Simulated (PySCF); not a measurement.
2-hydroxy-3H-oxaborole (C3H5BO2), SMILES OB1CC=CO1. Atoms are numbered in the order given.

```xyz
11

O     -0.1112    -2.1180     0.0000
B      0.0034    -0.7613     0.0000
C      1.2669     0.2158     0.0000
C      0.5491     1.5459     0.0000
C     -0.7837     1.3319     0.0000
O     -1.1679    -0.0008     0.0000
H      0.7572    -2.5543     0.0000
H      1.9270     0.0789    -0.8868
H      1.9270     0.0789     0.8868
H      1.0222     2.5373     0.0000
H     -1.6119     2.0548     0.0000
```
Charge 0, spin multiplicity 1.

Geometry optimised at PBE-D3(BJ)/def2-SVP. The values are those of a single conformer.

The numbers are results of TDA-B3LYP/def2-SVPD in PySCF 2.14.0, not measurements.

Vertical excitations. Isolated molecule, no solvent. State labels are in the subgroup Cs.

```tsv
state	symmetry	energy (eV)	λ (nm)	f	main pairs
S1	A"	5.44	228	0.000	HOMO→LUMO 99 %
S2	A'	5.95	208	0.083	HOMO→LUMO+1 75 %, HOMO→LUMO+3 22 %
S3	A"	6.33	196	0.011	HOMO→LUMO+2 98 %
S4	A"	7.05	176	0.006	HOMO→LUMO+4 94 %
S5	A"	7.25	171	0.000	HOMO→LUMO+5 95 %
S6	A'	7.27	171	0.115	HOMO→LUMO+3 63 %, HOMO→LUMO+1 13 %, HOMO→LUMO+6 12 %
S7	A"	7.41	167	0.003	HOMO−1→LUMO+1 97 %
S8	A'	7.59	163	0.015	HOMO−1→LUMO 85 %, HOMO→LUMO+6 14 %
S9	A"	7.68	161	0.015	HOMO→LUMO+7 96 %
S10	A'	7.71	161	0.090	HOMO→LUMO+6 72 %, HOMO−1→LUMO 12 %
T1	A'	3.98	312	0	HOMO→LUMO+1 88 %
T2	A"	5.38	231	0	HOMO→LUMO 98 %
T3	A'	5.88	211	0	HOMO→LUMO+3 88 %
T4	A"	6.24	199	0	HOMO→LUMO+2 96 %
```
Triplets are in the Tamm–Dancoff approximation.
